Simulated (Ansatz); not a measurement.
`[Cl][Ge]([Cl])([Cl])[SeH]` + `[OH][Ti]([F])([SH])[Cl]` → `[SH][Ge]([Cl])([Cl])[Cl]` + `[OH][Ti]([F])([Cl])[SeH]`  (redistribution)

Program: Ansatz. Geometries: PBE0-D4/def2-TZVP. ΔE: electronic, gas phase. CCSD(T)/CBS adds triple-zeta CCSD(T) − MP2 to the extrapolated MP2 energy (def2 sets, frozen cores). DFT in def2-TZVPP. B3LYP here is the variant with VWN-RPA as its local correlation; programs differ in this. For Ge, Se, Ti outer-core shells are correlated without core-valence functions, which leaves a few kJ/mol of doubt a bond. Scalar relativity is left out up to krypton. Each species was taken in one conformer, which may not be the lowest.

`[Cl][Ge]([Cl])([Cl])[SeH]`:

```xyz
6

Cl   -1.172   -1.488   -1.169
Ge   -0.272   -0.226    0.294
Cl   -1.725    0.255    1.770
Cl    1.278   -1.369    1.207
Se    0.495    1.777   -0.598
H     1.396    1.050   -1.504
```

`[OH][Ti]([F])([SH])[Cl]`:

Cartesian coordinates in Å:
```
O 1.654 0.437 0.235
Ti 0.064 -0.287 0.106
F -0.669 -0.599 1.662
S -1.182 1.267 -0.995
Cl 0.120 -2.164 -1.033
H 2.316 0.802 0.823
H -2.303 0.544 -0.797
```

`[SH][Ge]([Cl])([Cl])[Cl]`:

Z-matrix (Å, degrees):
```
Ge
Cl 1 2.123
Cl 1 2.129 2 109.1
S 1 2.188 2 107.1 3 121.9
Cl 1 2.129 2 109.1 3 -116.2
H 4 1.346 1 92.3 2 179.4
```

`[OH][Ti]([F])([Cl])[SeH]`:

```xyz
7

O     1.723   -0.025    0.316
Ti    0.035    0.347    0.033
F    -0.247    1.130   -1.503
Cl   -0.798    1.593    1.636
Se   -1.030   -1.817    0.011
H     2.600   -0.048   -0.069
H    -2.284   -1.179   -0.424
```

```tsv
level	ΔE (kcal/mol)	difference from CCSD(T)/CBS
PBE-D4	1.3	0.7
PBE0-D4	1.2	0.6
B3LYP-D4	1.4	0.8
ωB97X-V	1.2	0.6
B2PLYP	0.6	0.0
PBE	1.2	0.6
r2SCAN	1.0	0.4
PBE0	1.1	0.5
B3LYP	1.3	0.7
HF/def2-TZVPP	1.2	0.6
MP2/def2-TZVPP	0.2	-0.4
SCS-MP2/def2-TZVPP	0.4	-0.2
HF/def2-QZVPP	1.2	0.6
MP2/def2-QZVPP	0.2	-0.4
SCS-MP2/def2-QZVPP	0.4	-0.2
MP2/CBS(def2)	0.3	-0.3
CCSD(T)/CBS	0.6	0
```

Largest T1 diagnostic among the species: 0.025, so the coupled-cluster value is less sure than usual.
